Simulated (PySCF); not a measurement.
[C6H9FO]+: g tensor and hyperfine couplings

C6H9FO (charge +1 and doublet state).
Geometry (GFN2-xTB, Å), atoms numbered from 1 in this order:
```xyz
17
C6H9FO angstrom
C     -1.332   -1.175    0.532
C     -0.631    0.019    0.010
C     -1.487    1.109   -0.531
F     -0.754    2.168   -0.976
C      0.735    0.075   -0.047
C      1.655   -0.889    0.593
C      1.435    1.166   -0.776
O      2.003    1.191   -1.807
H     -0.978   -2.091    0.058
H     -2.407   -1.100    0.393
H     -1.118   -1.287    1.598
H     -2.185    1.485    0.231
H     -2.080    0.743   -1.384
H      1.833   -1.710   -0.113
H      1.250   -1.299    1.514
H      2.635   -0.453    0.787
H      1.419    2.062   -0.092
```

The hyperfine couplings belong to this conformer and change with its torsions.

As a line formula: `C[C](CF)[C+](C)C=O` [radical] (charge +1).

Method used: UKS B3LYP, pcH-1 on C F H O, non-relativistic, mean-field spin-orbit, GIAO in PySCF 2.14.0. Isolated species at its GFN2-xTB geometry (one conformer only). A GFN2-xTB geometry isn't a minimum of the functional, and hyperfine couplings can be far from their values at a DFT geometry, by a factor of two or more for some ions and for spin on atoms past the first row. The frame is twisted about the C5–C7 bond at this geometry (dihedral C6–C5–C7–O8 = 75°); couplings at other torsion angles weren't computed. Stability of the SCF solution: not tested.

- g1, g2, g3: 2.00206, 2.00265, 2.00465
- g_iso: 2.00312
- Form of g: rhombic: the two nearest values differ by 23 % of g3 − g1
- ⟨S²⟩: 0.7538 (exact 0.7500)
- α and β electrons: 31, 30
- Total energy: -408.78489 Eh

Hyperfine couplings atom by atom, in MHz; T1 to T3 are the principal values of the dipolar part:

```json
{"atom": "C1", "isotope": "13C", "a_iso": "-2.4", "T1": "-3.8", "T2": "-2.8", "T3": "6.6", "Mulliken spin population": "0.00"}
{"atom": "C2", "isotope": "13C", "a_iso": "7.5", "T1": "-23.0", "T2": "-20.0", "T3": "42.9", "Mulliken spin population": "0.23"}
{"atom": "C3", "isotope": "13C", "a_iso": "-7.6", "T1": "-2.8", "T2": "-1.8", "T3": "4.6", "Mulliken spin population": "-0.01"}
{"atom": "F4", "isotope": "19F", "a_iso": "8.8", "T1": "-22.2", "T2": "-15.2", "T3": "37.4", "Mulliken spin population": "0.01"}
{"atom": "C5", "isotope": "13C", "a_iso": "37.2", "T1": "-36.9", "T2": "-31.8", "T3": "68.7", "Mulliken spin population": "0.33"}
{"atom": "C6", "isotope": "13C", "a_iso": "-7.6", "T1": "-4.1", "T2": "-3.2", "T3": "7.3", "Mulliken spin population": "0.00"}
{"atom": "C7", "isotope": "13C", "a_iso": "-51.0", "T1": "-10.9", "T2": "0.1", "T3": "10.7", "Mulliken spin population": "-0.03"}
{"atom": "O8", "isotope": "17O", "a_iso": "-16.1", "T1": "-66.6", "T2": "30.3", "T3": "36.3", "Mulliken spin population": "0.21"}
{"atom": "H9", "isotope": "1H", "a_iso": "39.8", "T1": "-4.0", "T2": "-2.2", "T3": "6.2", "Mulliken spin population": "0.01"}
{"atom": "H10", "isotope": "1H", "a_iso": "-0.2", "T1": "-2.9", "T2": "-1.0", "T3": "3.8", "Mulliken spin population": "0.00"}
{"atom": "H11", "isotope": "1H", "a_iso": "60.0", "T1": "-3.9", "T2": "0.4", "T3": "3.4", "Mulliken spin population": "0.02"}
{"atom": "H12", "isotope": "1H", "a_iso": "36.1", "T1": "-3.1", "T2": "-2.5", "T3": "5.7", "Mulliken spin population": "0.01"}
{"atom": "H13", "isotope": "1H", "a_iso": "77.7", "T1": "-3.1", "T2": "-1.5", "T3": "4.6", "Mulliken spin population": "0.03"}
{"atom": "H14", "isotope": "1H", "a_iso": "99.4", "T1": "-4.1", "T2": "-0.5", "T3": "4.7", "Mulliken spin population": "0.04"}
{"atom": "H15", "isotope": "1H", "a_iso": "-1.8", "T1": "-3.1", "T2": "-2.1", "T3": "5.2", "Mulliken spin population": "0.00"}
{"atom": "H16", "isotope": "1H", "a_iso": "26.4", "T1": "-3.5", "T2": "-2.5", "T3": "5.9", "Mulliken spin population": "0.01"}
{"atom": "H17", "isotope": "1H", "a_iso": "329.3", "T1": "-7.2", "T2": "-3.5", "T3": "10.7", "Mulliken spin population": "0.13"}
```

The Mulliken spin populations are largest on C5 (+0.33), C2 (+0.23), O8 (+0.21) and H17 (+0.13). Three atoms exceed +0.15.

The SMILES `C[C](CF)[C+](C)C=O` draws the unpaired electron on C2, whose computed spin population is only +0.23.

Axes: g2 points within 12° of the C1–C2 bond.

Under fast tumbling the dipolar parts average out, and these isotropic splittings remain: 1 × 1H (H17, I = 1/2, 2 lines) with 11.75 mT, 2 × 1H (H12/H13, I = 1/2, 3 lines) with 2.03 mT, 3 × 1H (H14/H15/H16, I = 1/2, 4 lines) with 1.47 mT, 3 × 1H (H9/H10/H11, I = 1/2, 4 lines) with 1.18 mT and 1 × 19F (F4, I = 1/2, 2 lines) with 0.32 mT.

Means are taken over nuclei equivalent by connectivity, which assumes that they swap fast. The three 1H nuclei of mean +41.3 MHz run from -1.8 to 99.4 MHz in the frozen geometry. The three 1H nuclei of mean +33.2 MHz run from -0.2 to 60.0 MHz in the frozen geometry. The 1H value of +56.9 MHz is a mean of couplings from 36.1 to 77.7 MHz in this one geometry, not an average over conformers.

The 13C coupling of C7 (-51.0 MHz) shows only in satellite lines or after enrichment, since that isotope makes up about 1.07 % of natural carbon.

The 17O coupling of O8 (-16.1 MHz) shows only in satellite lines or after enrichment, since that isotope makes up about 0.038 % of natural oxygen.
